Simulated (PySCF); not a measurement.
# Ionisation energy of Tc(41+) by level of theory

Tc(41+) 1s2 (1S) → Tc(42+) 1s1 (2S), as a difference of total energies. All numbers are calculated (PySCF 2.14, the spin-free X2C one-electron Hamiltonian (Gaussian nucleus), in an even-tempered Gaussian basis (17 s from 72 bohr⁻², ratio 2.2; 7 p from 110 bohr⁻², ratio 2.4; 4 d from 330 bohr⁻², ratio 2.4; 3 f from 490 bohr⁻², ratio 2.4; 3 g from 740 bohr⁻², ratio 2.4)). Correlated levels: nothing frozen; virtual orbitals above 40 to 60 times the deepest correlated orbital energy dropped. The calculations carry no spin-orbit coupling.

```json
{"method": "UHF", "ionisation energy (eV)": "25037.4"}
{"method": "PBE0", "ionisation energy (eV)": "25034.9"}
{"method": "r2SCAN", "ionisation energy (eV)": "25040.1"}
{"method": "PBEsol", "ionisation energy (eV)": "25017.2"}
{"method": "BP86", "ionisation energy (eV)": "25042.2"}
{"method": "MP2 (all electrons)", "ionisation energy (eV)": "25038.8"}
{"method": "SCS-MP2 (all electrons)", "ionisation energy (eV)": "25039.1"}
```

Task: Estimate what PBE gives.

Result: 25033.7 eV, closest to PBE0 among the rows shown.

Task: Estimate what LDA gives.

Result: 24990.7 eV, closest to PBEsol among the rows shown.

For this ion Breit and QED terms and the two-electron picture change, all absent here, outweigh the differences among the correlated methods.

For comparison: 25004.5 eV (theoretical estimate listed by NIST; NIST Atomic Spectra Database, ionization energies).
